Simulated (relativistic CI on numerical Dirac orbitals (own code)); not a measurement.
# d6 in a ligand field

Computed with a parametric ligand-field model of a d^n configuration (Racah B and C, spin-orbit zeta, crystal field), exact diagonalisation.

Field parameters in Wybourne normalisation: Oh B⁴₀ = 21Dq, B⁴₄ = √(5/14) B⁴₀. The field is a parameter set, without covalency.

B = 470 cm⁻¹, C = 2040 cm⁻¹ (C/B = 4.34), Oh, no spin-orbit coupling. Tanabe-Sugano data, E/B above the lowest term (Δ = |10Dq|; b, c mark the second and third term of a kind):

| Δ/B | 5T2 | 5E | 3T1 | 3T2 | 3T1(b) | 1A1 | 1T1 |
| --- | --- | --- | --- | --- | --- | --- | --- |
| 1.0 | 0.00 | 1.00 | 21.12 | 21.42 | 22.06 | 31.22 | 31.63 |
| 5.0 | 0.00 | 5.00 | 18.49 | 20.61 | 22.43 | 24.85 | 28.43 |
| 9.0 | 0.00 | 9.00 | 15.04 | 18.63 | 22.45 | 17.61 | 24.78 |
| 13.0 | 0.00 | 13.00 | 11.39 | 15.94 | 22.47 | 10.12 | 21.02 |
| 17.0 | 0.00 | 17.00 | 7.65 | 12.87 | 22.48 | 2.50 | 17.19 |
| 21.0 | 5.20 | 26.20 | 9.06 | 14.74 | 27.69 | 0.00 | 18.52 |
| 25.0 | 12.95 | 37.95 | 12.98 | 19.01 | 35.45 | 0.00 | 22.38 |
| 29.0 | 20.75 | 49.75 | 16.91 | 23.21 | 43.25 | 0.00 | 26.27 |
| 33.0 | 28.57 | 61.57 | 20.86 | 27.36 | 51.09 | 0.00 | 30.16 |
| 37.0 | 36.42 | 73.42 | 24.81 | 31.48 | 58.94 | 0.00 | 34.07 |
| 41.0 | 44.29 | 85.29 | 28.76 | 35.57 | 66.81 | 0.00 | 37.99 |
| 45.0 | 52.17 | 97.17 | 32.72 | 39.65 | 74.70 | 0.00 | 41.92 |

The ground term changes from 5T2 to 1A1 between Δ/B = 17.0 and 21.0.
